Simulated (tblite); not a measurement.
Compound: C₂H₉Ge₂O (doublet state).
Atom-mapped SMILES: `[CH2:1][CH2:2][GeH2:3][O:4][GeH3:5]` (hydrogens: H6, H7 on C1; H8, H9 on C2; H10, H11 on Ge3; H12, H13, H14 on Ge5)

Computed with GFN2-xTB (tblite), gas phase: L-BFGS steps from a force-field or distance-geometry start until the largest atomic force falls under 0.01 eV/Å.

Geometry at step 76:
```
atom  x, y, z in Å
C1     -1.8429   -0.3975    0.4366
C2     -1.8712    0.7218   -0.4649
Ge3     0.0182    1.0357   -1.2798
O4      1.1148    0.7675    0.0638
Ge5     2.2421   -0.0793    1.0784
H6     -2.0963   -1.3859    0.0932
H7     -1.3651   -0.2889    1.4070
H8     -2.5313    0.5790   -1.3246
H9     -2.0874    1.6636    0.0450
H10     0.4489    2.4413   -1.7282
H11     0.4326    0.0662   -2.3951
H12     1.9666    0.4706    2.4432
H13     1.9728   -1.5673    1.0909
H14     3.5976    0.2527    0.5122
```

Problem. Give the atomic forces at this geometry.

Solution. 
```csv
atom,Fx (eV/Å),Fy (eV/Å),Fz (eV/Å)
C1,0.081,-0.027,0.187
C2,-0.034,-0.041,-0.007
Ge3,0.135,0.046,0.024
O4,0.113,-0.063,-0.072
Ge5,-0.139,-0.004,-0.135
H6,0.068,0.069,0.073
H7,-0.231,-0.086,-0.332
H8,0.026,0.041,0.184
H9,0.016,-0.012,-0.081
H10,-0.054,-0.022,0.035
H11,-0.001,-0.035,0.081
H12,0.078,0.096,0.034
H13,-0.004,0.091,-0.122
H14,-0.055,-0.054,0.131
```

The largest, 0.41 eV/Å, acts on H7; the rms over all components is 0.101 eV/Å. The forces sum to zero within rounding, as they must for an isolated molecule in no field.

Problem. Give the force on H7 in Eh/bohr and in nN.

Solution. 0.413 eV/Å ÷ 51.422 = 0.00804 Eh/bohr, and 0.413 eV/Å × 1.602 = 0.66 nN.

Problem. How far is this geometry from the end of the optimisation?

Solution. 0.111 eV above it, and 0.398 Å rms away after alignment. The bonds farthest from their final lengths, with half the difference of the two atoms' forces along the bond (positive lengthens):

```tsv
bond	now (Å)	final (Å)	force along bond (eV/Å)
Ge5–H13	1.512	1.501	-0.06
C1–H7	1.087	1.076	-0.30
Ge3–H11	1.535	1.524	-0.01
Ge5–H14	1.506	1.497	-0.02
Ge3–H10	1.537	1.528	-0.06
Ge5–H12	1.497	1.503	+0.08
```

The angle farthest from its final value is Ge3–O4–Ge5, 158.0° against 140.6°.

Of the 3 listed bonds off by 0.010 Å or more, this force points towards the final length in 3.

What follows is the cost of the whole relaxation. The run took 0.83 s of wall time on one thread of an Arm Neoverse V1 (shared host).
